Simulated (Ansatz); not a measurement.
CH3AlBr2, SMILES `[Br][Al]([Br])[CH3]` with one electron removed (charge 1, multiplicity 2), frozen-core CCSD(T)/cc-pVTZ // B3LYP-D3(BJ)/def2-TZVP run with Ansatz (a quantum-chemistry and plane-wave program). The run hit its time limit unfinished.

Ansatz 0.2 input:
```yaml
crystal:
  periodic: [false, false, false]
  atoms:
    - { symbol: C, position_ang: [-0.99976, -0.040647, -0.025153] }
    - { symbol: Al, position_ang: [0.932179, 0.04925, 0.009143] }
    - { symbol: Br, position_ang: [2.033358, 2.021355, 0.073409] }
    - { symbol: Br, position_ang: [2.191115, -1.827349, 0.007442] }
    - { symbol: H, position_ang: [-1.340001, -0.798954, -0.732969] }
    - { symbol: H, position_ang: [-1.377065, -0.324213, 0.961055] }
    - { symbol: H, position_ang: [-1.439828, 0.920557, -0.292925] }
basis:
  gaussian: { orbitals: cc-pVTZ }
correlation:
  method: ccsd_t
total_charge: 1
magnetization:
  spin_polarized: true
  initial_magnetization: 1
```

The last lines of the output:

```
determinant -147656.50645888 eV, -5426.2765271892 hartree, with singles and doubles -147675.71458305 eV, -5426.9824127324 hartree
determinant -147656.50487404 eV, -5426.2764689472 hartree, with singles and doubles -147675.71321565 eV, -5426.9823624815 hartree
determinant -147656.30608013 eV, -5426.2691634059 hartree, with singles and doubles -147675.56820978 eV, -5426.9770336142 hartree
determinant -147656.25986547 eV, -5426.2674650482 hartree, with singles and doubles -147675.39623592 eV, -5426.9707136915 hartree
determinant -147656.25379539 eV, -5426.2672419772 hartree, with singles and doubles -147675.39041913 eV, -5426.9704999284 hartree
determinant -147656.19202888 eV, -5426.2649720997 hartree, with singles and doubles -147675.65594977 eV, -5426.9802579992 hartree
determinant -147656.15937474 eV, -5426.2637720822 hartree, with singles and doubles -147675.70139360 eV, -5426.9819280293 hartree
determinant -147655.83020233 eV, -5426.2516752191 hartree, with singles and doubles -147675.31204142 eV, -5426.9676196004 hartree
determinant -147655.20937330 eV, -5426.2288601731 hartree, with singles and doubles -147674.81694319 eV, -5426.9494250763 hartree
determinant -147654.53697210 eV, -5426.2041498849 hartree, with singles and doubles -147674.06450499 eV, -5426.9217734822 hartree
determinant -147656.50645888 eV, -5426.2765271892 hartree, with singles and doubles -147675.60202917 eV, -5426.9782764539 hartree
determinant -147656.50487404 eV, -5426.2764689472 hartree, with singles and doubles -147675.60079589 eV, -5426.9782311314 hartree
determinant -147656.30608013 eV, -5426.2691634059 hartree, with singles and doubles -147675.48630845 eV, -5426.9740237959 hartree
determinant -147656.25986547 eV, -5426.2674650482 hartree, with singles and doubles -147675.28792505 eV, -5426.9667333401 hartree
determinant -147656.25379539 eV, -5426.2672419772 hartree, with singles and doubles -147675.28214812 eV, -5426.9665210422 hartree
determinant -147656.19202888 eV, -5426.2649720997 hartree, with singles and doubles -147675.55781028 eV, -5426.9766514394 hartree
determinant -147656.15937474 eV, -5426.2637720822 hartree, with singles and doubles -147675.59317295 eV, -5426.9779509937 hartree
determinant -147656.50645888 eV, -5426.2765271892 hartree, with singles and doubles -147675.62930588 eV, -5426.9792788542 hartree
determinant -147656.50487404 eV, -5426.2764689472 hartree, with singles and doubles -147675.62824769 eV, -5426.9792399667 hartree
```
